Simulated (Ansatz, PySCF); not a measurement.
Breaking a bond: PH, triplet.

- UKS-B3LYP/3-21G = unrestricted B3LYP/3-21G (PySCF)
- ROCCSDT(Q) = CCSDT(Q)/B on ROHF/cc-pVTZ, frozen core in Ansatz (a quantum-chemistry and plane-wave program)
- UCCSDT(Q) = CCSDT(Q) on UHF/cc-pVTZ, frozen core run with Ansatz

Energies are in kJ/mol, each relative to the lowest point of its own curve near equilibrium.

| R / Å | UKS-B3LYP/3-21G | ROCCSDT(Q) | UCCSDT(Q) |
|---|---|---|---|
| 1.06 | 284.0 | 255.4 | 255.4 |
| 1.13 | 167.8 | 146.2 | 146.2 |
| 1.22 | … | 60.4 | 60.4 |
| 1.27 | … | 32.0 | 32.0 |
| 1.33 | … | 11.2 | 11.2 |
| 1.39 | … | 1.6 | 1.6 |
| 1.43 | 0.7 | 0.0 | 0.0 |
| 1.48 | 0.0 | 2.2 | 2.2 |
| 1.51 | … | 5.4 | 5.4 |
| 1.54 | 4.0 | 9.7 | 9.7 |
| 1.64 | … | 30.2 | 30.2 |
| 1.74 | 40.2 | 56.5 | 56.5 |

Question: Fill in the missing entries.

Answer: 
- 1.22, UKS-B3LYP/3-21G: 74.6
- 1.27, UKS-B3LYP/3-21G: 42.7
- 1.33, UKS-B3LYP/3-21G: 18.0
- 1.39, UKS-B3LYP/3-21G: 4.8
- 1.51, UKS-B3LYP/3-21G: 1.4
- 1.64, UKS-B3LYP/3-21G: 18.8

The scan ran from 1.06 to 5.61 Å; beyond the distances shown one of the unrestricted levels run for this scan, shown here or not, changes its spin distribution in one step.
